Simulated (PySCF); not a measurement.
Compound: C3H12GeN2.
Cartesian coordinates in Å at the PBE0-D3(BJ)/def2-SVP level; atoms count from 1:
```xyz
18
C3H12GeN2 angstrom
C     -1.0218    1.6199   -0.0625
N     -0.8984    0.2845    0.4639
Ge    -1.5720   -1.0877   -0.5748
C      0.2638    0.0551    1.2835
C      1.5506   -0.2287    0.5111
N      1.3954   -1.4594   -0.2377
H     -1.9877    1.7376   -0.5799
H     -1.0018    2.3631    0.7562
H     -0.2299    1.9109   -0.7867
H     -3.0736   -0.7329   -0.7463
H     -1.4425   -2.3995    0.2156
H     -0.9824   -1.2110   -1.9986
H      0.4166    0.9315    1.9405
H      0.0713   -0.8002    1.9588
H      2.4120   -0.2240    1.2120
H      1.7276    0.5927   -0.2030
H      1.5022   -2.2743    0.3627
H      2.0738   -1.5446   -0.9892
```

Method used: core-valence-separated Tamm–Dancoff BHandHLYP/aug-pcX-1 (pcseg-1 on H, def2-SVPD on Ge) in PySCF, non-relativistic, gas phase, PBE0-D3(BJ)/def2-SVP geometry. BHandHLYP without relativity tends to put these K edges a few eV too low, so spacings mean more than positions.

The lowest roots of each edge with f over 0.003 (five at most, numbered afresh; weaker and dark ones are left out), with transition dipoles (au) in the frame of the coordinates:

| root | edge | E (eV) | f | μx | μy | μz |
| --- | --- | --- | --- | --- | --- | --- |
| 1 | C | 285.90 | 0.0177 | -0.0401 | -0.0292 | -0.0084 |
| 2 | C | 286.06 | 0.0102 | 0.0000 | 0.0354 | -0.0141 |
| 3 | C | 286.16 | 0.0187 | -0.0003 | -0.0003 | -0.0516 |
| 4 | C | 286.57 | 0.0277 | -0.0234 | 0.0356 | -0.0461 |
| 5 | C | 286.64 | 0.0330 | -0.0103 | -0.0677 | 0.0021 |
| 6 | N | 399.20 | 0.0138 | 0.0260 | -0.0267 | -0.0052 |
| 7 | N | 399.44 | 0.0245 | -0.0101 | -0.0349 | -0.0345 |
| 8 | N | 400.07 | 0.0331 | 0.0193 | 0.0286 | -0.0467 |
| 9 | N | 400.74 | 0.0037 | 0.0087 | -0.0174 | 0.0008 |
| 10 | N | 400.79 | 0.0039 | 0.0111 | 0.0101 | -0.0130 |

Problem. Molecules are fixed in this frame and the field points along z. What effective strengths 3 f cos²θ do the roots have (θ between field and μ)?

Solution. root 1 (C5): 0.001, root 2 (C1): 0.004, root 3 (C4): 0.056, root 4 (C5): 0.045, root 5 (C4): 0.000, root 6 (N6): 0.001, root 7 (N2): 0.035, root 8 (N6): 0.064, root 9 (N2): 0.000, root 10 (N2): 0.005. Root 8 is the strongest. Averaged over all orientations cos²θ is 1/3, which gives f back.

 Relativistic effects, spin–orbit coupling among them, are left out although an element past zinc is present.

One conformer stands for the species.
